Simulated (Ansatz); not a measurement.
Relaxation of BCl₂FH₃N (8 atoms, charge 0, multiplicity 1), to a largest force component of 0.03 eV/Å in at most 50 steps.

Theory: Ansatz 0.2.0, RKS PBE/def2-SVP.

```xyz
8
Properties=species:S:1:pos:R:3:forces:R:3
B -0.120 0.512 -0.551 0.06 -0.34 0.24
N -0.064 0.024 2.141 -0.07 0.52 -0.48
H -0.820 -0.359 2.720 -0.01 0.01 0.02
H 0.804 -0.020 2.689 -0.03 0.01 0.01
Cl 1.492 -0.029 -1.012 -0.02 0.00 -0.02
Cl -1.562 -0.393 -0.998 0.00 -0.01 -0.03
F -0.263 1.728 -0.033 -0.04 0.35 -0.12
H -0.272 1.031 1.978 0.10 -0.54 0.37
```

Q: Where does it end, and by what steps?

A: The run converged. The force dipped under the threshold on the way, but the program's further checks kept it going. After 18 steps the energy has fallen by 0.938 eV; H3 moved furthest, 1.05 Å. Joined: B1–N2 (2.74 → 1.65 Å).

```csv
step,energy less start (eV),largest force component (eV/Å),accepted
0,0.0000,0.543,yes
1,0.0036,1.167,no
2,-0.0455,0.459,yes
3,-0.1351,0.389,yes
4,-0.2886,0.822,yes
5,-0.5815,1.330,yes
6,-0.7817,1.194,yes
7,-0.8293,1.536,yes
8,-0.8972,0.337,yes
9,-0.9091,0.208,yes
10,-0.8469,1.182,no
11,-0.9178,0.176,yes
12,-0.9209,0.333,yes
13,-0.9332,0.096,yes
14,-0.9314,0.265,no
15,-0.9344,0.020,yes
16,-0.9362,0.149,yes
17,-0.9371,0.056,yes
18,-0.9375,0.014,yes
```

```xyz
8
Properties=species:S:1:pos:R:3
B -0.095 0.481 0.079
N -0.091 0.255 1.717
H -0.241 -0.741 1.935
H 0.816 0.544 2.116
Cl 1.338 -0.522 -0.516
Cl -1.746 -0.153 -0.457
F 0.063 1.830 -0.098
H -0.848 0.802 2.157
```

Whether the end is a true minimum wasn't checked by a vibrational analysis.

The run took 32 s on 2 threads of Arm Neoverse V1, on a shared host, peak memory 0.15 GiB.
